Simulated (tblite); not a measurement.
Record of a relaxation.

Compound: C5H9BrOSi.
Atom-mapped SMILES: `[CH:1]#[C:2][C@@:3]([Br:4])([CH2:5][CH3:6])[SiH2:7][OH:8]` (hydrogens: H9 on C1; H10, H11 on C5; H12, H13, H14 on C6; H15, H16 on Si7; H17 on O8)

Computed with GFN2-xTB (tblite), gas phase: L-BFGS steps from a force-field or distance-geometry start until the largest atomic force falls under 0.01 eV/Å. 12 of its 111 geometries are shown.

Step 0: E = -683.8427 eV, largest atomic force 2.666 eV/Å
```
atom  x, y, z in Å  |  force x, y, z in eV/Å
C1     -0.098    2.671   -0.816    0.011   0.457  -0.083
C2     -0.204    1.487   -0.661    0.235  -1.052   0.338
C3     -0.284    0.018   -0.431   -0.642   2.582   0.165
Br4    -0.221   -0.811   -2.163    0.181  -0.559  -0.729
C5      0.752   -0.471    0.531   -0.473  -1.315   0.031
C6      2.167   -0.227    0.097    1.834  -0.617   1.569
Si7    -1.937   -0.332    0.418   -1.063  -1.385   1.102
O8     -2.102   -2.023    0.480    0.289   1.790  -1.187
H9     -0.032    3.729   -0.957   -0.061  -0.750   0.070
H10     0.566   -1.581    0.617    0.303   0.864   0.193
H11     0.530   -0.032    1.516    0.212  -0.045  -0.334
H12     2.309    0.524   -0.676   -0.168  -0.175   0.084
H13     2.704    0.113    1.042   -0.169  -0.248  -1.337
H14     2.631   -1.208   -0.182   -0.180   1.054  -0.118
H15    -1.771    0.170    1.816   -0.165  -0.377  -0.538
H16    -3.052    0.361   -0.215    0.038  -0.156  -0.163
H17    -1.965   -2.377   -0.425   -0.184  -0.066   0.936
```

Step 10: E = -684.3675 eV, largest atomic force 0.301 eV/Å
```
atom  x, y, z in Å  |  force x, y, z in eV/Å
C1     -0.096    2.675   -0.821    0.037  -0.064   0.022
C2     -0.147    1.495   -0.609    0.026   0.059  -0.084
C3     -0.301    0.093   -0.383   -0.076   0.032   0.282
Br4    -0.224   -0.852   -2.171    0.013   0.051   0.084
C5      0.768   -0.491    0.542    0.006   0.072  -0.042
C6      2.226   -0.246    0.130   -0.114   0.033  -0.088
Si7    -2.026   -0.303    0.424    0.015   0.037  -0.044
O8     -2.147   -1.914    0.422   -0.112  -0.053   0.062
H9     -0.026    3.711   -0.973    0.012  -0.022  -0.012
H10     0.568   -1.561    0.638    0.117   0.039   0.084
H11     0.586   -0.027    1.518    0.080  -0.071  -0.029
H12     2.276    0.509   -0.651    0.026   0.029   0.005
H13     2.808    0.108    0.977   -0.005  -0.009  -0.011
H14     2.697   -1.152   -0.241   -0.062  -0.019  -0.068
H15    -1.866    0.062    1.838   -0.175  -0.083  -0.230
H16    -3.125    0.350   -0.296    0.230  -0.068   0.053
H17    -1.978   -2.445   -0.357   -0.016   0.038   0.014
```

Step 20: E = -684.4399 eV, largest atomic force 0.237 eV/Å
```
atom  x, y, z in Å  |  force x, y, z in eV/Å
C1     -0.053    2.673   -0.810   -0.031  -0.136   0.035
C2     -0.142    1.506   -0.542   -0.034  -0.059  -0.025
C3     -0.295    0.104   -0.286   -0.123  -0.030   0.200
Br4    -0.225   -0.840   -2.086    0.033   0.035   0.058
C5      0.814   -0.466    0.594   -0.076  -0.014  -0.026
C6      2.235   -0.219    0.078   -0.017  -0.019   0.012
Si7    -2.063   -0.335    0.410    0.102   0.052  -0.078
O8     -2.262   -1.940    0.420    0.093   0.047  -0.075
H9      0.014    3.699   -1.017    0.033  -0.016   0.017
H10     0.655   -1.542    0.709   -0.050   0.056   0.035
H11     0.699   -0.018    1.588   -0.049   0.045  -0.115
H12     2.262    0.569   -0.670   -0.068   0.071   0.035
H13     2.875    0.079    0.904    0.110  -0.052  -0.060
H14     2.638   -1.121   -0.375    0.045   0.016  -0.022
H15    -2.106   -0.011    1.827    0.012   0.036  -0.014
H16    -3.034    0.365   -0.430    0.067  -0.058   0.006
H17    -2.017   -2.490   -0.325   -0.049   0.027   0.017
```

Step 30: E = -684.4704 eV, largest atomic force 0.176 eV/Å
```
atom  x, y, z in Å  |  force x, y, z in eV/Å
C1     -0.051    2.638   -0.785    0.034  -0.028   0.007
C2     -0.156    1.480   -0.493    0.039  -0.042  -0.064
C3     -0.292    0.079   -0.235   -0.113   0.025   0.133
Br4    -0.205   -0.843   -2.035    0.041  -0.050  -0.027
C5      0.835   -0.454    0.641   -0.109  -0.021  -0.028
C6      2.225   -0.210    0.048   -0.007  -0.009   0.030
Si7    -2.071   -0.351    0.400    0.132  -0.012  -0.064
O8     -2.251   -1.958    0.425    0.005   0.030  -0.100
H9      0.063    3.653   -1.015   -0.029   0.077   0.019
H10     0.669   -1.522    0.814    0.068   0.063   0.027
H11     0.738    0.055    1.608    0.036  -0.016  -0.088
H12     2.195    0.644   -0.625    0.048   0.048   0.009
H13     2.948    0.009    0.831    0.006  -0.069   0.010
H14     2.579   -1.073   -0.513   -0.072   0.028   0.000
H15    -2.197    0.010    1.797    0.013   0.021   0.082
H16    -2.963    0.343   -0.520   -0.072  -0.041  -0.015
H17    -2.073   -2.488   -0.353   -0.020  -0.004   0.067
```

Step 40: E = -684.4979 eV, largest atomic force 0.252 eV/Å
```
atom  x, y, z in Å  |  force x, y, z in eV/Å
C1     -0.018    2.630   -0.769   -0.053  -0.010  -0.007
C2     -0.145    1.463   -0.523   -0.046  -0.023   0.004
C3     -0.288    0.067   -0.237   -0.061   0.087   0.084
Br4    -0.160   -0.909   -2.003   -0.016  -0.031  -0.041
C5      0.843   -0.417    0.665   -0.156  -0.035  -0.031
C6      2.214   -0.203    0.033   -0.033  -0.002   0.085
Si7    -2.076   -0.354    0.384    0.209  -0.116  -0.080
O8     -2.249   -1.960    0.415   -0.018  -0.045   0.025
H9      0.061    3.655   -0.969    0.026   0.013  -0.007
H10     0.704   -1.475    0.904   -0.037   0.029   0.003
H11     0.762    0.147    1.603    0.013  -0.006  -0.092
H12     2.220    0.732   -0.522    0.080   0.053  -0.010
H13     2.977   -0.148    0.802    0.111  -0.073   0.011
H14     2.453   -1.016   -0.649    0.040   0.032  -0.009
H15    -2.197    0.035    1.774   -0.007   0.008   0.078
H16    -2.993    0.269   -0.555   -0.066   0.093  -0.062
H17    -2.114   -2.505   -0.360    0.015   0.025   0.049
```

Step 50: E = -684.5209 eV, largest atomic force 0.111 eV/Å
```
atom  x, y, z in Å  |  force x, y, z in eV/Å
C1     -0.048    2.640   -0.775    0.017  -0.001  -0.018
C2     -0.172    1.465   -0.569    0.010   0.022   0.016
C3     -0.299    0.071   -0.265    0.082   0.054  -0.052
Br4    -0.157   -0.954   -2.013   -0.038   0.047   0.010
C5      0.833   -0.381    0.650    0.008   0.005   0.023
C6      2.223   -0.208    0.044   -0.022   0.046   0.007
Si7    -2.069   -0.372    0.370    0.032   0.000   0.014
O8     -2.251   -1.976    0.435    0.014  -0.004   0.031
H9      0.069    3.670   -0.949   -0.043  -0.090  -0.016
H10     0.678   -1.421    0.939    0.000  -0.097  -0.037
H11     0.757    0.221    1.561   -0.015   0.049   0.004
H12     2.329    0.790   -0.381   -0.010  -0.021   0.023
H13     2.991   -0.339    0.803   -0.025  -0.034   0.025
H14     2.395   -0.938   -0.743   -0.002   0.005  -0.020
H15    -2.173    0.028    1.762   -0.006   0.000   0.025
H16    -3.002    0.258   -0.555   -0.021   0.024  -0.029
H17    -2.111   -2.542   -0.323    0.019  -0.005  -0.007
```

Step 60: E = -684.5287 eV, largest atomic force 0.088 eV/Å
```
atom  x, y, z in Å  |  force x, y, z in eV/Å
C1     -0.051    2.643   -0.803   -0.023   0.021  -0.008
C2     -0.162    1.472   -0.569   -0.027   0.031  -0.030
C3     -0.295    0.079   -0.277    0.036   0.022  -0.030
Br4    -0.186   -0.919   -2.039    0.012   0.004   0.011
C5      0.825   -0.390    0.638    0.027   0.007   0.036
C6      2.224   -0.217    0.059    0.008   0.032  -0.007
Si7    -2.058   -0.365    0.375   -0.027   0.021   0.029
O8     -2.220   -1.970    0.455   -0.007   0.000   0.008
H9      0.031    3.672   -0.989    0.010  -0.027  -0.014
H10     0.667   -1.433    0.915   -0.026  -0.083  -0.014
H11     0.736    0.213    1.546    0.007  -0.006   0.067
H12     2.353    0.799   -0.313    0.027  -0.035   0.024
H13     2.973   -0.406    0.827   -0.026   0.005  -0.043
H14     2.394   -0.911   -0.762   -0.008   0.020  -0.002
H15    -2.160    0.020    1.773    0.002   0.021  -0.021
H16    -2.994    0.269   -0.549   -0.002  -0.022   0.014
H17    -2.082   -2.542   -0.299    0.015  -0.011  -0.019
```

Step 70: E = -684.5363 eV, largest atomic force 0.095 eV/Å
```
atom  x, y, z in Å  |  force x, y, z in eV/Å
C1     -0.078    2.654   -0.851    0.001  -0.008   0.005
C2     -0.158    1.492   -0.570   -0.003   0.020   0.018
C3     -0.289    0.101   -0.266   -0.011  -0.001  -0.014
Br4    -0.188   -0.885   -2.038   -0.007  -0.025   0.002
C5      0.820   -0.405    0.645    0.002  -0.001   0.001
C6      2.223   -0.225    0.079    0.037   0.032  -0.038
Si7    -2.052   -0.354    0.384   -0.011   0.013   0.005
O8     -2.185   -1.962    0.475   -0.005   0.009   0.004
H9     -0.005    3.676   -1.077    0.009  -0.010   0.002
H10     0.644   -1.458    0.871    0.012  -0.045  -0.009
H11     0.733    0.153    1.582   -0.009   0.011   0.012
H12     2.394    0.820   -0.181    0.019  -0.044   0.039
H13     2.970   -0.535    0.810   -0.064   0.036  -0.061
H14     2.353   -0.825   -0.821    0.023   0.011   0.041
H15    -2.161    0.054    1.776   -0.004   0.004  -0.021
H16    -2.999    0.245   -0.550    0.003  -0.004   0.011
H17    -2.030   -2.533   -0.276    0.007   0.002   0.003
```

Step 80: E = -684.5380 eV, largest atomic force 0.033 eV/Å
```
atom  x, y, z in Å  |  force x, y, z in eV/Å
C1     -0.075    2.649   -0.849    0.002  -0.013  -0.002
C2     -0.161    1.488   -0.564    0.023  -0.010  -0.015
C3     -0.293    0.096   -0.263   -0.012  -0.011  -0.013
Br4    -0.195   -0.898   -2.031   -0.008   0.001  -0.020
C5      0.821   -0.415    0.639   -0.004   0.011   0.003
C6      2.223   -0.217    0.076    0.020   0.024  -0.009
Si7    -2.059   -0.348    0.385    0.006   0.000   0.005
O8     -2.189   -1.956    0.480   -0.011   0.003  -0.005
H9      0.004    3.668   -1.081    0.002  -0.002   0.012
H10     0.660   -1.475    0.851   -0.021   0.006  -0.011
H11     0.729    0.132    1.583    0.002  -0.007   0.018
H12     2.392    0.830   -0.172   -0.006  -0.005   0.020
H13     2.965   -0.527    0.810    0.000   0.011  -0.016
H14     2.367   -0.809   -0.825   -0.006   0.002   0.011
H15    -2.172    0.071    1.772   -0.003   0.001  -0.004
H16    -3.008    0.247   -0.552    0.016  -0.006   0.009
H17    -2.017   -2.525   -0.270   -0.001  -0.003   0.016
```

Step 90: E = -684.5396 eV, largest atomic force 0.029 eV/Å
```
atom  x, y, z in Å  |  force x, y, z in eV/Å
C1     -0.061    2.635   -0.853   -0.003  -0.006   0.006
C2     -0.153    1.474   -0.573    0.005   0.001   0.006
C3     -0.293    0.085   -0.267   -0.023  -0.012  -0.002
Br4    -0.211   -0.916   -2.034    0.008   0.001   0.001
C5      0.822   -0.428    0.633   -0.015   0.009  -0.001
C6      2.223   -0.199    0.079    0.016   0.004  -0.014
Si7    -2.063   -0.343    0.387    0.000  -0.006  -0.015
O8     -2.204   -1.950    0.495    0.014   0.007  -0.011
H9      0.020    3.656   -1.076    0.008   0.012  -0.006
H10     0.669   -1.494    0.823    0.003   0.016  -0.004
H11     0.721    0.100    1.587   -0.008  -0.014   0.009
H12     2.385    0.858   -0.127   -0.011  -0.017   0.005
H13     2.968   -0.532    0.798   -0.002   0.001  -0.003
H14     2.367   -0.756   -0.845    0.002   0.011   0.005
H15    -2.190    0.099    1.766    0.017  -0.006   0.003
H16    -3.004    0.246   -0.559    0.004   0.002  -0.005
H17    -2.002   -2.523   -0.244   -0.015  -0.003   0.025
```

Step 100: E = -684.5406 eV, largest atomic force 0.013 eV/Å
```
atom  x, y, z in Å  |  force x, y, z in eV/Å
C1     -0.053    2.631   -0.856    0.000  -0.005   0.002
C2     -0.149    1.469   -0.580    0.003   0.003   0.004
C3     -0.295    0.080   -0.275   -0.003  -0.002   0.001
Br4    -0.211   -0.925   -2.038    0.001   0.006  -0.005
C5      0.817   -0.436    0.627   -0.003   0.001  -0.002
C6      2.218   -0.187    0.082   -0.001  -0.005  -0.005
Si7    -2.063   -0.340    0.383    0.000  -0.003  -0.002
O8     -2.205   -1.944    0.513    0.003  -0.002  -0.002
H9      0.036    3.653   -1.076    0.004  -0.001  -0.004
H10     0.673   -1.506    0.799   -0.001   0.010  -0.004
H11     0.705    0.074    1.589    0.005  -0.005  -0.004
H12     2.377    0.876   -0.087    0.002   0.000   0.002
H13     2.964   -0.544    0.789    0.006   0.004   0.008
H14     2.364   -0.712   -0.860    0.003   0.004   0.002
H15    -2.177    0.112    1.760   -0.001   0.004   0.002
H16    -3.002    0.246   -0.568   -0.004  -0.009   0.001
H17    -2.005   -2.535   -0.212   -0.012   0.001   0.005
```

Step 110: E = -684.5411 eV, largest atomic force 0.008 eV/Å
```
atom  x, y, z in Å  |  force x, y, z in eV/Å
C1     -0.042    2.629   -0.856    0.002   0.001  -0.001
C2     -0.147    1.468   -0.578    0.002  -0.001   0.000
C3     -0.296    0.078   -0.278    0.000   0.001   0.001
Br4    -0.212   -0.916   -2.048   -0.003  -0.003   0.002
C5      0.817   -0.444    0.619    0.000   0.000   0.000
C6      2.219   -0.177    0.085    0.000  -0.001  -0.001
Si7    -2.063   -0.341    0.382   -0.004   0.000   0.000
O8     -2.207   -1.944    0.531    0.007   0.001   0.004
H9      0.055    3.649   -1.079   -0.002  -0.001   0.003
H10     0.679   -1.517    0.775   -0.001   0.001  -0.002
H11     0.698    0.051    1.589    0.001   0.001  -0.001
H12     2.368    0.890   -0.074    0.005  -0.004   0.000
H13     2.963   -0.532    0.793    0.000   0.001  -0.003
H14     2.375   -0.691   -0.862    0.000   0.004   0.005
H15    -2.175    0.125    1.754   -0.002  -0.001   0.000
H16    -3.007    0.230   -0.571   -0.001   0.000  -0.005
H17    -2.032   -2.544   -0.192   -0.003   0.000  -0.002
```

Q: Summarise the path.

A: The energy falls by 0.6984 eV from step 0 to step 110; nine tenths of that is first reached at step 31. It rises by more than 0.2 meV at step 2. The largest force goes from 2.666 to 0.008 eV/Å. Among the bonds C3–Br4 changes most, from 1.922 to 2.031 Å; the atoms move by 0.382 Å rms after alignment.

The cost below is that of the whole relaxation. Time: 2.8 s of wall time. Hardware: an Intel Xeon at 2.50 GHz with one thread, no GPU, shared host with 64 logical CPUs at a one-minute load of 61.
